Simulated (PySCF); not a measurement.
TiClO, SMILES [Ti+](=[O])[Cl], charge +1, multiplicity 1. The structure is a stationary point at PBE0-D3(BJ)/def2-TZVP. The spin state was assumed, not searched. The isomer is the one that the SMILES or the coordinates give; other isomers of the formula were not compared.

Method: PySCF with PBE0-D3(BJ)/def2-TZVP.

Harmonic wavenumbers (cm⁻¹): 240, 532, 1175. Rotational constants (GHz): 24.11, 3.987, 3.421; symmetry number 1.

Task: Work out the zero-point energy and the ideal-gas rigid-rotor harmonic-oscillator thermochemistry at 298.15 K and 1 atm.

Result: ZPE = ½ Σ hcν = ½ × 1947 cm⁻¹ = 11.65 kJ/mol. H − E(el) = 23.46 kJ/mol. Entropy in J/(mol K): translation 166.09, rotation 102.07, vibration 10.17, total 278.33. G − E(el) = -59.53 kJ/mol. Cp = 46.56 J/(mol K).
